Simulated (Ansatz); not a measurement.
BClFHSe (`FB(Cl)[SeH]`): the same geometry under several functionals.

```yaml
crystal:
  periodic: [false, false, false]
  atoms:
    - {symbol: F, position_ang: [1.396999, -1.264024, 0.026148]}
    - {symbol: B, position_ang: [0.331554, -0.495674, 0.122004]}
    - {symbol: Cl, position_ang: [-0.976214, -1.003127, 1.165483]}
    - {symbol: Se, position_ang: [0.312479, 1.141045, -0.912451]}
    - {symbol: H, position_ang: [-1.014918, 1.548082, -0.442583]}
basis:
  gaussian: {orbitals: def2-TZVPP}
hamiltonian: {xc: {name: BHLYP}, dispersion: d4}
output: {orbitals: {seedname: orbitals}}
```

```sh
$ ansatz run in.yaml --threads 2 --pin off --events-out ev --progress --plain --max-ram 32768MiB --backend cpu
```

Shortened log:

```
Functional definition: BHLYP
1252 factors; their error is unknown
mean field evaluation 1: about -81283.1007 eV, gradient 2.8e1 eV
mean field evaluation 2: about -81283.0347 eV, gradient 3.2e1 eV
mean field evaluation 4: about -81284.3323 eV, gradient 8.3e-1 eV
mean field evaluation 8: about -81285.2920 eV, gradient 7.5e-1 eV
mean field evaluation 16: about -81285.2925 eV, gradient 6.5e-5 eV
mean field -81285.29250216 eV, -2987.1794023044 hartree, gradient 6.5e-5 eV, S^2 0.000000; 0 other end points of the search recorded, 0 dependent functions left out
reference -81285.29265593 eV, -2987.1794079551 hartree; 33, 33 occupied and 133, 133 virtual orbitals, 1252 factors
Total energy: -81285.46537994 eV, -2987.1857554455 hartree
```

It took 2.3 s on 2 threads of an AMD EPYC 7R13 on a shared host, with 0.44 GiB of host memory at the peak.

Changing it to `hamiltonian: {xc: {name: r2SCAN0}, dispersion: d4}` (abridged; 3.6 s):

```
Functional definition: r2SCAN0
mean field evaluation 16: about -81283.6273 eV, gradient 7.6e-5 eV
mean field -81283.62729903 eV, -2987.1182072179 hartree, gradient 1.2e-5 eV, S^2 0.000000
Total energy: -81283.66062856 eV, -2987.1194320555 hartree
```

With the line `hamiltonian: {xc: pbe0, dispersion: d4}` (abridged; 2.4 s):

```
Functional definition: PBE0
mean field evaluation 16: about -81271.5938 eV, gradient 4.5e-5 eV
mean field -81271.59382138 eV, -2986.6759850708 hartree, gradient 4.5e-5 eV, S^2 0.000000
Total energy: -81271.70017536 eV, -2986.6798935077 hartree
```

The same input with `hamiltonian: {xc: r2scan, dispersion: d4}` and forces (abridged; 3.2 s):

```
Functional definition: r2SCAN
mean field evaluation 16: about -81284.3356 eV, gradient 2.6e-5 eV
mean field -81284.33559892 eV, -2987.1442367589 hartree, gradient 2.6e-5 eV, S^2 0.000000
Total energy: -81284.36282504 eV, -2987.1452373002 hartree
Atom 0 force     0.144580    -0.092661    -0.019861 eV/Å
Atom 1 force    -0.070185     0.075656    -0.010580 eV/Å
Atom 2 force    -0.089199    -0.044408     0.077567 eV/Å
Atom 3 force    -0.001850     0.066690    -0.041644 eV/Å
Atom 4 force     0.016653    -0.005278    -0.005482 eV/Å
Dipole moment:    -0.147357     0.182875    -0.035688 e Å
```

With the line `hamiltonian: {xc: {name: BLYP}, dispersion: d4}` (abridged; 1.4 s):

```
Functional definition: BLYP
mean field evaluation 16: about -81287.3273 eV, gradient 4.0e-5 eV
mean field -81287.32734480 eV, -2987.2541813921 hartree, gradient 4.0e-5 eV, S^2 0.000000
Total energy: -81287.60893497 eV, -2987.2645296400 hartree
```

With the line `hamiltonian: {xc: {name: B3LYP}, dispersion: d4}` and forces (abridged; 3 s):

```
Functional definition: B3LYP
mean field evaluation 16: about -81288.3901 eV, gradient 8.3e-5 eV
mean field -81288.39006031 eV, -2987.2932354665 hartree, gradient 2.6e-5 eV, S^2 0.000000
Total energy: -81288.59971405 eV, -2987.3009400995 hartree
Atom 0 force     0.184976    -0.128749    -0.019059 eV/Å
Atom 1 force    -0.017537     0.022350    -0.005497 eV/Å
Atom 2 force    -0.162122    -0.081021     0.141067 eV/Å
Atom 3 force     0.037453     0.148868    -0.115706 eV/Å
Atom 4 force    -0.042770     0.038552    -0.000805 eV/Å
Dipole moment:    -0.146638     0.190111    -0.040698 e Å
```

B3LYP takes the VWN-RPA correlation (the form of Gaussian; ORCA's B3LYP/G).
